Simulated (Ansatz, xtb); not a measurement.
## C4H3BrN2O: which of two isomers lies lower

Structure X: `O=Cc1[nH]cnc1Br`, a singlet. Structure Y: `O=Cc1nc(Br)c[nH]1`, a singlet. Both are isolated molecules in the gas phase, relaxed with PBE-D3(BJ)/def2-SVP; each stands in its lowest conformer found.

X (Å):

```xyz
11

C    -0.9605    0.5404   -1.1035
C    -0.2865   -0.5920   -0.4885
C     0.8230   -2.5105   -0.4238
C    -0.0078   -0.9978    0.8288
Br   -0.4879   -0.0743    2.3903
N     0.2679   -1.5980   -1.2625
N     0.6700   -2.1703    0.8582
O    -1.0711    0.6600   -2.3212
H    -1.3721    1.2971   -0.3790
H     0.2259   -1.5857   -2.2860
H     1.3327   -3.4153   -0.7800
```

Y (Å):

```yaml
atoms:
  - { symbol: C, position_ang: [-1.1176, 0.1809, -1.8774] }
  - { symbol: C, position_ang: [-0.5265, -0.6996, -0.8699] }
  - { symbol: C, position_ang: [-0.1509, -2.2008, 0.5996] }
  - { symbol: C, position_ang: [1.0569, -1.4988, 0.4561] }
  - { symbol: Br, position_ang: [-0.4368, -3.6507, 1.7642] }
  - { symbol: N, position_ang: [-1.1128, -1.7084, -0.2119] }
  - { symbol: N, position_ang: [0.7858, -0.5494, -0.4864] }
  - { symbol: O, position_ang: [-0.4806, 1.0785, -2.4175] }
  - { symbol: H, position_ang: [-2.1967, -0.0395, -2.1074] }
  - { symbol: H, position_ang: [2.0311, -1.6141, 0.9406] }
  - { symbol: H, position_ang: [1.4036, 0.1686, -0.8758] }
```

Energies in hartree; the thermal terms are from GFN2-xTB frequencies at re-optimised GFN2-xTB minima (ideal gas, soft modes damped towards free rotors, one conformer each, 298.15 K, 1 atm) and include the zero-point energy:

```
                               X            Y
E, CCSD(T)/def2-SVP  −2910.121360  −2910.119715
    E, MP2/def2-SVP  −2910.053217  −2910.052583
  E, MP2/def2-TZVPP  −2911.031647  −2911.031140
  zero-point energy      0.068134      0.067900
       H(298 K) − E      0.076187      0.075990
       G(298 K) − E      0.035030      0.034839
```

Problem. Correct the CCSD(T) difference for the basis set by the MP2 change, then work out ΔE, ΔE₀, ΔH and ΔG for X → Y in kcal/mol (1 Eh = 627.51 kcal/mol) and the equilibrium ratio [Y]/[X].

Solution. 1. Differences Y − X: CCSD(T) +0.001645, MP2 in the small set +0.000634, MP2 in the large set +0.000507 Eh.
2. ΔE = +0.001645 + (+0.000507 − (+0.000634)) = +0.001518 Eh = +0.95 kcal/mol.
3. ΔE₀ = ΔE + ΔZPE = +0.001518 + (−0.000234) Eh = +0.81 kcal/mol.
4. ΔH = ΔE + (−0.000197) Eh = +0.83 kcal/mol.
5. ΔG = ΔE + (−0.000191) Eh = +0.83 kcal/mol, so ΔS = (ΔH − ΔG)/T = −0.1 J/(mol K).
6. kT = 0.9442 mEh, so K = [Y]/[X] = exp(−ΔG/kT) = exp(−1.41) ≈ 0.25.

The two are too close for this level to say which is favoured. An error of 1 kcal/mol in ΔG would change K by a factor of 5.4. Mirror images and further conformers aren't counted.

As drawn, both hold the same kinds of bond in the same numbers.

Other levels gave ΔE = +1.7 (GFN2-xTB); +0.2 (HF/STO-3G, GFN2-xTB geometries); +0.7 (r2SCAN-D4/def2-SVP, GFN2-xTB geometries); +0.9 (PBE-D3(BJ)/def2-SVP); +1.4 (HF/def2-SVP); +0.4 (MP2/def2-SVP); +1.0 (CCSD(T)/def2-SVP) kcal/mol. The correlated steps freeze 16 core orbitals; the filled d shell of Br is correlated, in a basis made for valence electrons. Programs: Ansatz 0.2.0, xtb 6.7.1.
